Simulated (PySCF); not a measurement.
CH3NO2Si, SMILES [SiH2](O)OC#N.

Geometry optimised at r2SCAN-D4/def2-SVP. This is a generated structure with no PubChem entry under its InChIKey; it may be hypothetical. Other conformers were not sampled.

Two levels are set side by side: PBE/def2-TZVP (PySCF) and B3LYP/def2-TZVP (PySCF). Same geometry, gas phase. Differences are taken from unrounded values.

```
quantity                     B3LYP
---------------------------  -----
orbital gap (eV)              7.81
highest occupied level (eV)  -8.46
lowest empty level (eV)      -0.64
dipole moment (D)             4.07
mean polarisability (bohr³)   45.5
```

What does PBE give, and how far is it from B3LYP? (Estimate from the structure and the level; the computed values follow.)


```json
[
 {"quantity": "orbital gap (eV)", "PBE": "6.03", "PBE minus B3LYP": "-1.78"},
 {"quantity": "highest occupied level (eV)", "PBE": "-7.28", "PBE minus B3LYP": "1.18"},
 {"quantity": "lowest empty level (eV)", "PBE": "-1.24", "PBE minus B3LYP": "-0.60"},
 {"quantity": "dipole moment (D)", "PBE": "4.02", "PBE minus B3LYP": "-0.04"},
 {"quantity": "mean polarisability (bohr³)", "PBE": "47.3", "PBE minus B3LYP": "1.8"}
]
```

Without exact exchange PBE keeps part of each electron's self-repulsion, which lifts occupied levels and narrows the gap. PBE's more diffuse valence density responds more strongly to a field. Differences between two approximate levels are no errors against the true value.

Rough cost on one machine, each run with all the roots and properties that it gave: B3LYP against PBE within a factor of 2.
